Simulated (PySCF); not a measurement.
hex-3-yne (C₆H₁₀), SMILES CCC#CCC. The structure is a stationary point at PBE-D3(BJ)/def2-SVP.

Question: Give the equilibrium geometry at PBE-D3(BJ)/def2-SVP (PySCF confirms it by a frequency run) as Cartesian coordinates in Å, and its point group. (The exact figures need the calculation; the answer reports its results.)

Answer: point group C2v.
```xyz
16

C      2.6623     0.0000    -0.8740
C      2.0751     0.0000     0.5480
C      0.6126     0.0000     0.5767
C     -0.6126     0.0000     0.5767
C     -2.0751     0.0000     0.5480
C     -2.6623     0.0000    -0.8740
H      2.3321     0.8944    -1.4388
H      3.7702     0.0000    -0.8413
H      2.3321    -0.8944    -1.4388
H      2.4527     0.8852     1.1073
H      2.4527    -0.8852     1.1073
H     -2.4527     0.8852     1.1073
H     -2.4527    -0.8852     1.1073
H     -2.3321    -0.8944    -1.4388
H     -3.7702     0.0000    -0.8413
H     -2.3321     0.8944    -1.4388
```
